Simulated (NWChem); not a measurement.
Si₂H₄, singlet; SMILES [SiH3][SiH]

```xyz
6

Si     0.1248     1.3373     0.4861
H      1.1816     1.3556    -0.6263
Si    -0.0888    -1.0184     0.1143
H      1.2470    -1.6727     0.3224
H     -0.4973    -1.2511    -1.3122
H     -1.0830    -1.7035     0.9981
```
Atoms are numbered in this order, from 1.

Level: PBE0/def2-SVP (NWChem), optimised geometry, unscaled harmonic frequencies. Low-valent species are run as closed-shell singlets; no triplet was tried in these runs.

| frequency (cm⁻¹) | IR intensity (km/mol) |
|---|---|
| 36 | 12.3 |
| 373 | 8.9 |
| 387 | 21.3 |
| 429 | 17.7 |
| 712 | 56.8 |
| 845 | 179.1 |
| 916 | 56.0 |
| 939 | 28.3 |
| 2046 | 178.9 |
| 2186 | 57.8 |
| 2195 | 87.4 |
| 2224 | 109.0 |

```yaml
zero_point_energy: 19.0 kcal/mol
thermal correction to the enthalpy at 298.15 K (with zero-point energy): 22.7 kcal/mol
heat capacity Cv: 14.7 cal/(mol K)
entropy at 298.15 K and 1 atm (symmetry number 1): 70.0 cal/(mol K)
dipole_moment: 0.26 D
```

Rigid rotor and harmonic oscillator; modes under 100 cm⁻¹ make the entropy uncertain.
